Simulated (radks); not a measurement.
Results of a calculation; reference values are marked as such.
All-electron atom: Se in [Ar] 3d10 4s2 4p3 5d1 (not the ground configuration). Code: a radial shooting solver on a logarithmic mesh with Libxc functionals. Model: Dirac Kohn-Sham, PBEsol, spin-unpolarised, spherical densities, finite nucleus; open shells fill j = l - 1/2 first; Fermi nuclear charge, rms radius 4.14 fm. Some entries of the table are withheld. Estimate them.

| orbital | occ. | eigenvalue (eV) | r(max) (bohr) | <r^2> (bohr^2) |
|---|---|---|---|---|
| 1s1/2 | 2 | -12499.16 | 0.02881 | 0.002619 |
| 2s1/2 | 2 | -1613.301 | 0.1647 | 0.04527 |
| 2p1/2 | 2 | (1) | 0.1296 | 0.03489 |
| 2p3/2 | 4 | (2) | 0.1327 | 0.03635 |
| 3s1/2 | 2 | -221.0594 | 0.5026 | 0.3800 |
| 3p1/2 | 2 | (3) | 0.4948 | 0.3986 |
| 3p3/2 | 4 | (4) | 0.5034 | 0.4131 |
| 3d3/2 | 4 | -61.6715 | 0.4507 | 0.4928 |
| 3d5/2 | 6 | -60.7757 | 0.4534 | 0.4996 |
| 4s1/2 | 2 | -24.4893 | 1.494 | (5) |
| 4p1/2 | 2 | -13.3806 | 1.733 | 5.121 |
| 4p3/2 | 1 | -12.9385 | 1.764 | 5.307 |
| 5d3/2 | 1 | (6) | 15.63 | (7) |
| 5d5/2 | 0 | (8) | 15.66 | (9) |

Answer. 
(1) 2p1/2 eigenvalue (eV): -1448.512
(2) 2p3/2 eigenvalue (eV): -1406.801
(3) 3p1/2 eigenvalue (eV): -164.7233
(4) 3p3/2 eigenvalue (eV): -158.8484
(5) 4s1/2 <r^2> (bohr^2): 3.490
(6) 5d3/2 eigenvalue (eV): -0.6267
(7) 5d3/2 <r^2> (bohr^2): 267.9
(8) 5d5/2 eigenvalue (eV): -0.6246
(9) 5d5/2 <r^2> (bohr^2): 268.3
